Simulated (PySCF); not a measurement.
Be2F2, SMILES [F][Be][Be][F]. Geometry optimised at PBE-D3(BJ)/def2-TZVP. One conformer was computed; it need not be the lowest.

Level of theory: PBE-D3(BJ)/def2-TZVP in PySCF.

Harmonic wavenumbers (cm⁻¹): 149, 149, 334, 334, 353, 1204, 1354. Rotational constants (GHz): 2.114 (linear); symmetry number 2.

Question: Work out the zero-point energy and the ideal-gas rigid-rotor harmonic-oscillator thermochemistry at 298.15 K and 1 atm.

Answer: ZPE = ½ Σ hcν = ½ × 3877 cm⁻¹ = 5.54 kcal/mol. H − E(el) = 9.14 kcal/mol. Entropy in cal/(mol K): translation 37.99, rotation 16.48, vibration 9.07, total 63.54. G − E(el) = -9.80 kcal/mol. Cp = 15.87 cal/(mol K). Modes under 150 cm⁻¹ make the vibrational entropy uncertain.
